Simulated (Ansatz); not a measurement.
CH6ClFO2Si2 (`O[Si@H](Cl)C[Si@@H](O)F`) at its PBE0-D4/def2-TZVP geometry, where that method's forces vanish. Charge 0, multiplicity 1.

```xyz
13

O    -1.7293    0.7842    1.9253
Si   -0.5257    0.9317    0.8336
F     0.8876    0.6791    1.5674
C    -0.7388   -0.3882   -0.4391
Si    0.8271   -0.8960   -1.3040
O     1.9418   -1.4582   -0.2556
Cl    1.5217    0.7729   -2.3022
H    -1.8381    1.4678    2.5880
H    -0.4501    2.3073    0.2960
H    -1.4687   -0.0485   -1.1817
H    -1.1584   -1.2730    0.0546
H     0.6280   -1.9574   -2.3086
H     2.1027   -0.9218    0.5262
```

Question: What forces (eV/Å) does B3LYP-D4/def2-TZVPP give on these atoms in Ansatz? (Estimate.)

Answer: Ansatz gave: 
```
O1  -0.087  0.016  0.096
Si2 -0.076  0.196 -0.151
F3   0.182 -0.033  0.087
C4  -0.107 -0.051 -0.031
Si5 -0.108 -0.261 -0.187
O6   0.072 -0.010  0.101
Cl7  0.082  0.181 -0.114
H8  -0.047  0.001  0.050
H9  -0.005 -0.088  0.030
H10  0.032 -0.039  0.051
H11  0.008  0.055 -0.041
H12  0.009  0.061  0.068
H13  0.045 -0.028  0.041
```

B3LYP here is the variant with VWN-RPA as its local correlation; programs differ in this.
